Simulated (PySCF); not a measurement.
CH2BF3O. Atoms are numbered in the order given.

```xyz
8

B      0.7729     1.0352     0.0000
C      0.0493    -0.4079     0.0000
F      0.3691    -1.1390    -1.0958
F      0.3691    -1.1390     1.0958
F     -1.3195    -0.2655     0.0000
H      1.9794     1.1402     0.0000
O      0.0049     2.1396     0.0000
H     -0.9478     1.9056     0.0000
```
Charge 0, spin multiplicity 1.

Geometry optimised at PBE-D3(BJ)/def2-SVP. The values are those of a single conformer.

Computed with PBE-D3(BJ)/def2-SVP in PySCF.

Harmonic, unscaled wavenumbers; measured fundamentals usually lie a few per cent lower.

| mode | ν (cm⁻¹) | IR (km/mol) | moving atoms (share of kinetic energy) |
|---|---|---|---|
| 1 | 67 | 0.4 | F 39 %, O 32 %, H 16 %, B 10 % |
| 2 | 204 | 13.3 | F 52 %, O 33 %, H 9 % |
| 3 | 263 | 13.9 | F 43 %, H 34 %, B 18 % |
| 4 | 376 | 9.5 | F 50 %, O 31 %, B 11 % |
| 5 | 494 | 9.2 | F 89 % |
| 6 | 504 | 4.4 | F 79 %, B 8 % |
| 7 | 609 | 30.5 | F 50 %, B 31 %, H 12 % |
| 8 | 747 | 128.6 | H 61 %, B 23 %, O 10 % |
| 9 | 762 | 22.9 | F 70 %, B 17 %, H 8 % |
| 10 | 862 | 0.0 | H 75 %, B 23 % |
| 11 | 971 | 16.0 | H 86 %, O 11 % |
| 12 | 1093 | 277.4 | C 69 %, F 19 % |
| 13 | 1113 | 234.5 | C 72 %, F 27 % |
| 14 | 1146 | 187.1 | H 61 %, C 21 % |
| 15 | 1259 | 64.7 | C 48 %, B 20 %, H 11 %, O 11 %, F 10 % |
| 16 | 1438 | 76.6 | B 58 %, O 22 %, C 15 % |
| 17 | 2609 | 85.5 | H 90 %, B 10 % |
| 18 | 3638 | 75.1 | H 94 % |
